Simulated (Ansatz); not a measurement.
Ansatz (a first-principles code) input (CCSD(T)/aug-cc-pVDZ):

Ansatz 0.2 input:
```yaml
crystal:
  periodic: [false, false, false]
  atoms:
    - {symbol: C, position_ang: [-2.67209312, -0.62425138, -0.35154875]}
    - {symbol: C, position_ang: [-1.45613813, 0.05459379, 0.27227649]}
    - {symbol: C, position_ang: [-0.18697092, -0.15340598, -0.55158460]}
    - {symbol: C, position_ang: [1.05179778, 0.51320877, 0.05915452]}
    - {symbol: C, position_ang: [2.25579131, 0.37315127, -0.79546095]}
    - {symbol: O, position_ang: [1.25394354, -0.09781658, 1.34215466]}
    - {symbol: H, position_ang: [-2.51958755, -1.70309509, -0.43384093]}
    - {symbol: H, position_ang: [-3.56953010, -0.46101952, 0.24806397]}
    - {symbol: H, position_ang: [-2.86856991, -0.24140437, -1.35629713]}
    - {symbol: H, position_ang: [-1.29158716, -0.32639311, 1.28134334]}
    - {symbol: H, position_ang: [-1.64531925, 1.12856804, 0.37275820]}
    - {symbol: H, position_ang: [-0.32940499, 0.24580255, -1.55999327]}
    - {symbol: H, position_ang: [0.02248249, -1.22205192, -0.65742579]}
    - {symbol: H, position_ang: [0.82505537, 1.58108977, 0.19561170]}
    - {symbol: H, position_ang: [2.51443957, 1.12859476, -1.52456288]}
    - {symbol: H, position_ang: [2.79440729, -0.56579235, -0.80240885]}
    - {symbol: H, position_ang: [2.08174420, 0.23845490, 1.70249391]}
basis:
  gaussian:
    orbitals: aug-cc-pVDZ
magnetization: {spin_polarized: true, initial_magnetization: 1}
correlation: {method: ccsd_t, electrons: outside_noble_gas}
output: {forces: true}
```

End of the output:

```
Atom 3 at     1.051798     0.513209     0.059155 Å, force    -0.247799     0.065533     0.105658 eV/Å
Atom 4 at     2.255791     0.373151    -0.795461 Å, force     0.176377     0.006326    -0.062801 eV/Å
Atom 5 at     1.253944    -0.097817     1.342155 Å, force    -0.186940    -0.312122     0.318258 eV/Å
Atom 6 at    -2.519588    -1.703095    -0.433841 Å, force     0.082362    -0.477331    -0.026332 eV/Å
Atom 7 at    -3.569530    -0.461020     0.248064 Å, force    -0.389323     0.077098     0.269219 eV/Å
Atom 8 at    -2.868570    -0.241404    -1.356297 Å, force    -0.076629     0.183130    -0.442582 eV/Å
Atom 9 at    -1.291587    -0.326393     1.281343 Å, force     0.069366    -0.188742     0.450810 eV/Å
Atom 10 at    -1.645319     1.128568     0.372758 Å, force    -0.075305     0.470373     0.028539 eV/Å
Atom 11 at    -0.329405     0.245803    -1.559993 Å, force    -0.054833     0.201910    -0.454830 eV/Å
Atom 12 at     0.022482    -1.222052    -0.657426 Å, force     0.103742    -0.488275    -0.037382 eV/Å
Atom 13 at     0.825055     1.581090     0.195612 Å, force    -0.084475     0.419520     0.051149 eV/Å
Atom 14 at     2.514440     1.128595    -1.524563 Å, force     0.122154     0.364888    -0.355584 eV/Å
Atom 15 at     2.794407    -0.565792    -0.802409 Å, force     0.256363    -0.449888    -0.004166 eV/Å
Atom 16 at     2.081744     0.238455     1.702494 Å, force     0.182355     0.090553     0.059614 eV/Å
Dipole moment:     0.136234     0.193504    -0.142284 e Å
```

It need not be the lowest isomer of its formula.
